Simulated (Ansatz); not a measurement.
Process, species as SMILES: [O]=[Y][F] → [O]=[Y][F] as doublet, charge +1 + e-
Each molecule is optimised on its own at B3LYP-D3(BJ)/def2-TZVP (Ansatz, an electronic-structure program). [O]=[Y][F] as doublet, charge +1: The spin state was set by rule; other spins were not relaxed.

Quantity: adiabatic ionisation energy (electronic energy difference), in eV. Cores are frozen in the correlated levels unless marked. UHF or UKS for open shells. Spin-orbit coupling is left out. The frozen core is the preceding noble-gas configuration, with the filled d and f shells of earlier blocks. In def2 rows, elements after Kr have scalar-relativistic effective core potentials. STO-3G rows are all-electron and non-relativistic. CBS marks a two-point X^-3 extrapolation of the correlation energy; Hartree-Fock from the larger set.

```
level                                      program  adiabatic ionisation energy (eV)
----------------------------------  --------------  --------------------------------
BLYP-D3(BJ)/def2-TZVPD              Ansatz + dftd3                              8.62
revPBE/def2-TZVPD                           Ansatz                              8.60
PBE0/STO-3G                                 Ansatz                              5.10
CAM-B3LYP-D4/def2-TZVPD             Ansatz + dftd4                              8.53
CAM-B3LYP/def2-TZVPD                        Ansatz                              8.52
B2GP-PLYP-D3(BJ)/def2-TZVPD         Ansatz + dftd3                              8.58
MP2/def2-SVP                                Ansatz                              8.52
SCS-MP2/def2-SVP                            Ansatz                              8.31
CCSD(T)/def2-TZVPPD                         Ansatz                              8.34
CCSD(T)/CBS(def2-TZVPP,def2-QZVPP)          Ansatz                              8.46
```
